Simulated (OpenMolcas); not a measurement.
**Exact exchange and the HOMO–LUMO gap of InH3**

InH3: 4 atoms, total charge 0, spin state singlet. SMILES: `[InH3]`. The coordinates come from a PBE0-D4/def2-TZVP relaxation.

The HOMO–LUMO gap y, in eV, basis def2-TZVP with a core potential; a is the functional's share of exact exchange. Programs: OpenMolcas 26.06.

| functional | program | a | y (eV) |
| --- | --- | --- | --- |
| PBE | OpenMolcas | 0 | 4.35 |
| BLYP | OpenMolcas | 0 | 4.27 |
| B3LYP | OpenMolcas | 0.2 | 5.80 |
| PBE0 | OpenMolcas | 0.25 | ? |
| BHLYP | OpenMolcas | 0.5 | 8.02 |

Fit y = c + s·a to the known rows and predict PBE0.


1. Means of the 4 rows: a = 0.1750, y = 5.610.
2. Σ(Δa)² = 0.1675, Σ(Δa·Δy) = 1.243, so the slope is 1.243/0.1675 = 7.4209.
3. Intercept: 5.610 − (7.4209) × 0.1750 = 4.311. The largest residual of the fit is 0.041.
4. PBE0: 4.311 + (7.4209) × 0.25 = 6.17 eV.

The run gave 6.28 eV, so the prediction is off by -0.11 eV, more than the scatter of the fit. Exact exchange lowers occupied levels and raises empty ones. The rows mix families of semi-local functionals, which the line can't see.
